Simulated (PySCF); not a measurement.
C₅H₁₄OSi₂.
Z-matrix (Å and degrees, PBE0-D3(BJ)/def2-SVP geometry), rows numbered from 1:
```
C 
C   1  1.5110
O   2  1.4053  1  109.62
Si  3  1.6704  2  124.41  1   169.22
C   4  1.8708  3  111.76  2    66.81
C   4  1.8677  3  105.64  2  -171.58
C   6  1.3452  4  124.33  3  -129.12
Si  7  1.8733  6  124.14  4  -179.59
H   1  1.1002  2  110.33  3    58.88
H   1  1.1002  2  110.44  3   -60.44
H   1  1.1006  2  110.83  3   179.16
H   2  1.1086  1  109.94  3   121.70
H   2  1.1078  1  109.77  3  -121.38
H   4  1.5018  3  108.08  2   -53.63
H   5  1.1014  4  110.41  3   -59.25
H   5  1.1014  4  111.35  3  -178.46
H   5  1.1011  4  111.02  3    60.54
H   6  1.1003  4  117.21  3    51.20
H   7  1.1005  6  118.47  4     0.61
H   8  1.4967  7  110.68  6   120.45
H   8  1.4965  7  110.71  6  -120.56
H   8  1.4941  7  109.18  6    -0.00
```

All values: PBE0/pcSseg-1 (PySCF, non-relativistic), on one gas-phase PBE0-D3(BJ)/def2-SVP geometry that isn't relaxed in the solvent. The solvent is an IEF-PCM continuum (van der Waals radii × 1.2). Only the electrostatic response of the medium enters.

```csv
run,E − E(gas) (kcal/mol),HOMO (eV),HOMO–LUMO gap (eV),dipole (D)
gas,0.00,-7.79,6.89,1.49
P,-2.22,-7.75,6.89,1.81
Q,-2.58,-7.75,6.88,1.88
```

The runs were made in chloroform and tetrahydrofuran. Which run belongs to which solvent?

P = chloroform, Q = tetrahydrofuran. The dielectric constants are 4.711 (chloroform), 7.426 (tetrahydrofuran), and the energy falls further as ε rises. In this model the ground state sees the solvent through ε alone.

How constant is the ratio of the lowering to (ε − 1)/(2ε + 1)?

```tsv
solvent	(ε − 1)/(2ε + 1)	E − E(gas) (kcal/mol)	ratio (kcal/mol)	polarisation term (kcal/mol)
chloroform	0.356	-2.22	-6.2	-2.40
tetrahydrofuran	0.405	-2.58	-6.4	-2.85
```

The ratio changes by +2.3 % in size from chloroform to tetrahydrofuran. The polarisation term is half the interaction of the solute with the induced surface charges.

Hardware: one thread, Arm Neoverse N1 (aarch64), no GPU, shared host with 64 logical CPUs at a one-minute load of 58. Cost: 79 s wall, 1.3 GiB resident at most. This is the whole shielding run at PBE0/pcSseg-1 in tetrahydrofuran, SCF included.
